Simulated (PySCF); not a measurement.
Species: C4H2F4.
Geometry (PBE0-D3(BJ)/def2-SVP, Å), atoms numbered from 1 in this order:
```
atom  x, y, z in Å
F1     1.597    0.094    2.014
C2     1.640    0.502    0.758
C3     0.644    0.336   -0.119
C4    -0.631   -0.297    0.124
F5    -0.914   -0.725    1.353
C6    -1.561   -0.484   -0.826
F7    -1.401   -0.109   -2.073
F8    -2.716   -1.054   -0.621
H9     2.581    0.997    0.501
H10    0.814    0.716   -1.128
```

The calculation used PySCF 2.14.0, PBE0-D3(BJ)/def2-SVP geometry optimisation, gas phase.

Take the most abundant isotopes and a rigid rotor. The values belong to one conformer with, in the numbering `[F:1]/[CH:2]=[CH:3]\[C:4]([F:5])=[C:6]([F:7])[F:8]`, C2–C3–C4–F5 3°.

**Question.** Give the principal moments of inertia and the rotational constants in MHz.

**Answer.** Ia = 109.76, Ib = 431.51, Ic = 541.03 u·Å²; 505379 MHz·u·Å²/I gives A = 4605, B = 1171, C = 934.1 MHz.

**Question.** What kind of rotor is it?

**Answer.** An asymmetric top. Ray's parameter κ = (2B − A − C)/(A − C) = -0.871; −1 is the prolate and +1 the oblate limit.

**Question.** Is it planar, by Δ = Ic − Ia − Ib?

**Answer.** Not planar: Δ = Ic − Ia − Ib = -0.24 u·Å². For a rigid frame Δ = −2 Σ m c², so Σ m c² = 0.12 u·Å² lies off the ab plane: 0.01 from hydrogen and 0.11 from heavier atoms. The atom farthest from that plane is 0.08 Å away.

**Question.** Give the other two planar moments, Paa and Pbb, and the rms extents of the mass along the axes.

**Answer.** Paa = Σ m a² = (Ib + Ic − Ia)/2 = 431.39 and Pbb = Σ m b² = (Ia + Ic − Ib)/2 = 109.64 u·Å². With the mass M = 126.01 u, the rms extents √(P/M) along a, b and c are 1.85, 0.93, 0.03 Å.

**Question.** List the rotational levels J(Ka,Kc) to J = 3 (MHz).

**Answer.** Above 0(0,0):
J = 1: 1(0,1) 2105, 1(1,1) 5539, 1(1,0) 5776
J = 2: 2(0,2) 6304, 2(1,2) 9512, 2(1,1) 10223, 2(2,1) 20523, 2(2,0) 20535
J = 3: 3(0,3) 12573, 3(1,3) 15465, 3(1,2) 16887, 3(2,2) 26839, 3(2,1) 26898, 3(3,1) 44606, 3(3,0) 44606

**Question.** Predict some low-J microwave lines.

**Answer.** The dipole components are |μa| = 0.34 D, |μb| = 2.19 D, |μc| = 0.06 D. Intensities carry the squares of the components, which stand as 0.02 : 1.00 : 0.00 (a : b : c). Some lines, for components of 0.1 D or more:

```
type  branch         J(Ka,Kc)    MHz  lower level (cm⁻¹)
   a       Q  2(1,1) ← 2(1,2)    711               0.317
   b       R  3(0,3) ← 2(1,2)   3061               0.317
   b       Q  1(1,0) ← 1(0,1)   3670               0.070
   a       R  2(1,2) ← 1(1,1)   3974               0.185
   b       Q  3(1,2) ← 3(0,3)   4315               0.419
   b       Q  4(1,3) ← 4(0,4)   4881               0.696
   b       R  4(0,4) ← 3(1,3)   5412               0.516
   a       R  3(1,3) ← 2(1,2)   5953               0.317
   a       R  3(0,3) ← 2(0,2)   6269               0.210
   a       R  4(2,3) ← 3(2,2)   8412               0.895
   a       R  4(3,1) ← 3(3,0)   8446               1.488
   a       R  4(2,2) ← 3(2,1)   8529               0.897
   a       R  4(1,3) ← 3(1,2)   8871               0.563
   b       Q  4(2,2) ← 4(1,3)   9669               0.859
   b       R  4(1,4) ← 3(0,3)  10817               0.419
   b       Q  2(2,1) ← 2(1,2)  11011               0.317
   b       Q  3(2,2) ← 3(1,3)  11374               0.516
   b       R  2(2,1) ← 1(1,0)  14748               0.193
   b       Q  4(3,1) ← 4(2,2)  17625               1.182
   b       Q  3(3,1) ← 3(2,2)  17767               0.895
   b       Q  4(3,2) ← 4(2,3)  17799               1.176
   b       R  3(3,1) ← 2(2,0)  24071               0.685
   b       R  3(3,0) ← 2(2,1)  24083               0.685
   b       R  4(3,2) ← 3(2,1)  26151               0.897
   b       R  4(4,0) ← 3(3,1)  33286               1.488
```

No PBE0-D3(BJ)/def2-SVP frequencies stand behind this structure, so it isn't proved a minimum. No vibrational averaging or centrifugal distortion is included, and the geometry carries the error of its method.

The run took 54 s on one thread of an Arm Neoverse V1, shared host, and the process peaked at 0.50 GiB of memory. That covers the optimisation of the geometry.
